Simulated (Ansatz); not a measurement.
Isolated molecules relaxed with PBE0-D4/def2-TZVP in Ansatz; ΔE leaves out vibrations. CCSD(T)/CBS is the MP2 limit (def2-TZVPP, def2-QZVPP) plus CCSD(T) − MP2 in def2-TZVPP, frozen cores. This one scheme is used for every species. DFT in def2-TZVPP. B3LYP here is the variant with VWN-RPA as its local correlation; programs differ in this. HSE06 is defined as in plane-wave codes. For Br outer-core shells are correlated without core-valence functions, which leaves a few kJ/mol of doubt a bond. Scalar relativity is left out up to krypton. One conformer a species, not always the lowest.

Consider the cleavage of the Si–Si bond: `N[SiH2][SiH2]C=O` + HBr → `O=C[SiH2]Br` + `N[SiH3]`.

```
             level  ΔE (kJ/mol)  difference from CCSD(T)/CBS
       LDA (SPW92)        -74.8                         21.6
            PBE-D4        -76.9                         19.5
         revPBE-D4        -77.1                         19.3
           BLYP-D4        -84.7                         11.7
         r2SCAN-D4        -89.3                          7.1
           PBE0-D4        -84.0                         12.4
          B3LYP-D4        -90.1                          6.3
        r2SCANh-D4        -91.0                          5.4
        r2SCAN0-D4        -93.4                          3.0
          HSE06-D4        -84.2                         12.2
          BHLYP-D4        -98.8                         -2.4
      CAM-B3LYP-D4        -93.3                          3.1
           ωB97X-V        -93.1                          3.3
           ωB97M-V        -98.4                         -2.0
               PBE        -79.6                         16.8
            revPBE        -80.8                         15.6
              BLYP        -89.2                          7.2
            r2SCAN        -90.4                          6.0
              PBE0        -86.6                          9.8
             B3LYP        -94.0                          2.4
           r2SCANh        -92.2                          4.2
           r2SCAN0        -94.7                          1.7
             HSE06        -86.7                          9.7
             BHLYP       -102.3                         -5.9
         CAM-B3LYP        -96.1                          0.3
RPA@PBE/def2-TZVPP        -92.1                          4.3
       HF/def2-SVP       -107.5                        -11.1
      MP2/def2-SVP        -98.3                         -1.9
     CCSD/def2-SVP        -90.6                          5.8
  CCSD(T)/def2-SVP        -88.5                          7.9
     HF/def2-TZVPP       -114.1                        -17.7
SCS-MP2/def2-TZVPP       -103.8                         -7.4
   CCSD/def2-TZVPP        -94.6                          1.8
CCSD(T)/def2-TZVPP        -92.1                          4.3
     HF/def2-QZVPP       -114.4                        -18.0
    MP2/def2-QZVPP       -105.6                         -9.2
SCS-MP2/def2-QZVPP       -106.0                         -9.6
      HF/CBS(def2)       -114.5                        -18.1
     MP2/CBS(def2)       -107.3                        -10.9
    CCSD/CBS(def2)        -98.9                         -2.5
       CCSD(T)/CBS        -96.4                            0
```

Largest T1 diagnostic among the species: 0.015.

From r2SCAN to r2SCAN0 (25 % exact exchange), in def2-TZVPP and without D4, ΔE moves by −4.3 kJ/mol. In def2-TZVPP, CCSD(T) changes the Hartree–Fock value by +22.0 kJ/mol (the triples alone add +2.5 kJ/mol) and MP2 by +11.1 kJ/mol.

CCSD(T)/CBS has its own doubt, a few kJ/mol and more with outer-core shells, so smaller differences from it don't rank the levels.
